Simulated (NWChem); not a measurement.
# The standard entropy of C2H3Cl2Si (SMILES [H]/[C]=C/[SiH](Cl)Cl) from a frequency calculation

A doublet with charge 0, relaxed at UHF/6-31G* (spherical functions) (NWChem 7.3.0):

```xyz
8

C    -0.0030   -2.8443    0.1622
C    -0.0023   -1.6925   -0.5032
Si   -0.0002   -0.0781    0.4065
Cl   -1.6635    1.0199   -0.1046
Cl    1.6659    1.0158   -0.1046
H    -0.0041   -3.8824   -0.1054
H    -0.0029   -1.7007   -1.5869
H    -0.0003   -0.2641    1.8534
```

Harmonic wavenumbers in cm⁻¹: 69, 190, 192, 205, 342, 552, 572, 641, 756, 875, 887, 931, 991, 1303, 1521, 2477, 3253, 3422.

Masses in u: C 12.011, Si 28.085, Cl 35.45, H 1.008. Take T = 298.15 K, p = 1 bar, R = 8.3145 J/(mol K), kT/hc = 207.22 cm⁻¹, rigid rotor and harmonic oscillator.

Problem. Work out S° at 298 K.

Solution. 
1. Translation (Sackur–Tetrode): S = R[3/2 ln M + 5/2 ln T − 1.1517] with M = 126.031 gives 169.2 J/(mol K).
2. Rotation: principal moments 211.260, 237.437, 419.137 u Å² give A, B, C = 0.0798, 0.071, 0.0402 cm⁻¹; the symmetry number is σ = 1; q = (√π/σ)√((kT/hc)³/ABC) = 350331; S = R(ln q + 3/2) = 118.6.
3. Vibration: with u = ν̃/207.22, each mode gives R[u/(eᵘ − 1) − ln(1 − e⁻ᵘ)]; the sum is 59.2, most from 69 cm⁻¹ (17.5), 190 cm⁻¹ (9.3), 192 cm⁻¹ (9.2).
4. Spin: R ln 2 = 5.8.
5. Sum: 169.2 + 118.6 + 59.2 + 5.8 = 352.8 J/(mol K).

No measured value is set beside it here. Where a soft mode is a torsion, a harmonic oscillator describes it poorly. One conformer is counted; others would raise S. Unscaled Hartree–Fock wavenumbers run high.
